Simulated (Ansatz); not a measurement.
`[CH2]1[AlH][CH2][SiH2]1`. Charge 0, multiplicity 1. All single points use the PBE0-D4/def2-TZVP geometry.

```xyz
11

C    -0.080    0.229    1.387
Al   -1.386   -0.527    0.123
C    -0.205   -0.092   -1.390
Si    1.120    0.190   -0.072
H     0.207   -0.272    2.311
H    -0.351    1.262    1.640
H    -2.783   -1.269    0.271
H    -0.508    0.860   -1.845
H     0.005   -0.792   -2.199
H     2.018   -0.998    0.025
H     1.961    1.409   -0.251
```

What is the dipole moment at ωB97M-V/def2-TZVPP? (Estimate.)

Computed: 0.86 D, with components (-0.84, 0.16, 0.02) D in this frame, pointing from negative to positive charge.

And with PBE, r2SCAN, B3LYP? (Estimate.)

Ansatz gave: PBE 0.81 D, r2SCAN 0.85 D, B3LYP 0.84 D.

Give the Mulliken charges with ωB97M-V, r2SCAN, B3LYP in def2-TZVPP. (An estimate is asked.)

The calculation gave: 
```tsv
atom	ωB97M-V	r2SCAN	B3LYP
C1	-0.52	-0.44	-0.43
Al2	0.48	0.53	0.45
C3	-0.52	-0.44	-0.43
Si4	0.28	0.36	0.34
H5	0.11	0.08	0.09
H6	0.12	0.09	0.09
H7	-0.10	-0.15	-0.13
H8	0.12	0.09	0.09
H9	0.11	0.08	0.09
H10	-0.04	-0.09	-0.09
H11	-0.05	-0.09	-0.09
```

B3LYP here is the variant with VWN-RPA as its local correlation; programs differ in this.
